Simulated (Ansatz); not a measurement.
Input file for Ansatz (an electronic-structure program): R-RI-MP2/cc-pVQZ on C3H7B (SMILES BCC=C), a point of a torsion scan. Files ending in .json are basis or fitting sets from the Basis Set Exchange.

Ansatz 0.2 input:
```yaml
crystal:
  periodic: [false, false, false]
  atoms:
    - {symbol: B, position_ang: [-1.45973953, 0.88321595, 0.64566827]}
    - {symbol: C, position_ang: [-0.63963448, 0.05404121, -0.40753634]}
    - {symbol: C, position_ang: [0.55832966, -0.66865343, 0.11730764]}
    - {symbol: C, position_ang: [1.79528497, -0.46638379, -0.29716249]}
    - {symbol: H, position_ang: [-1.31112540, 0.71751438, 1.79309848]}
    - {symbol: H, position_ang: [-2.25470639, 1.65251414, 0.26675427]}
    - {symbol: H, position_ang: [-0.35599650, 0.65833249, -1.27291698]}
    - {symbol: H, position_ang: [-1.35041491, -0.69056988, -0.79210018]}
    - {symbol: H, position_ang: [0.36044378, -1.38703430, 0.90254052]}
    - {symbol: H, position_ang: [2.02334247, 0.24381396, -1.07608496]}
    - {symbol: H, position_ang: [2.63420767, -0.99684705, 0.12037742]}
basis:
  gaussian:
    orbitals: cc-pVQZ
    fitting: {mean_field: def2-universal-JKFIT, correlation: cc-pVQZ-RIFIT.json}
magnetization: {spin_polarized: false}
correlation: {method: mp2, electrons: outside_noble_gas}
scf: {lower_state_search: off}
```

Program output:

```
WARN ansatz: RAYON_NUM_THREADS=1 ignored (pool sized by the plan → 1); use --threads N
Functional definition: HF
these checks for a lower state are left out or cut short: stability, starts, cluster_reference, orbital_swaps, neighbouring_geometries, increment
integrals: 0.62 GiB planned
426 factors; integrals over basis functions are off by at most 4.1e0 eV
mean field: 0.97 GiB planned
mean field evaluation 1: about -3871.0450 eV, gradient 3.3e1 eV
mean field evaluation 2: about -3873.8399 eV, gradient 1.3e1 eV
mean field evaluation 4: about -3874.2994 eV, gradient 7.4e-1 eV
mean field -3874.30183449 eV, -142.3779663213 hartree, gradient 1.3e-6 eV, S^2 0.000000; 0 other end points of the search recorded, 0 dependent functions left out
4 core orbitals not correlated
913 factors; their error is unknown
reference -3874.30183449 eV, -142.3779663213 hartree; 11, 11 occupied and 415, 415 virtual orbitals, 913 factors
second order -17.35705969 eV of doubles, -0.00000000 eV of singles
Total energy: -3891.65889418 eV, -143.0158265000 hartree
Checks for a lower state left out: stability, starts, cluster_reference, orbital_swaps, neighbouring_geometries, increment
```

The calculation finished and met its thresholds.

Cost: roughly 6 core-seconds.
